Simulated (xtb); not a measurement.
FH2NPb, SMILES [NH2][Pb][F] (connectivity only; charge and spin as stated), neutral, multiplicity 1. All values are semi-empirical tight-binding results from xtb (GFN2-xTB unless named), good for trends rather than for accurate numbers. Coordinates come from a GFN2-xTB optimisation. Other conformers were not sampled.

For metal compounds this method's bond lengths and energies can be far off.

point group as xtb finds it: Cs
orbital gap: 3.09 eV
zero-point energy: 15.7 kcal/mol
G − E(el) at 298.15 K (modified RRHO): -2.9 kcal/mol
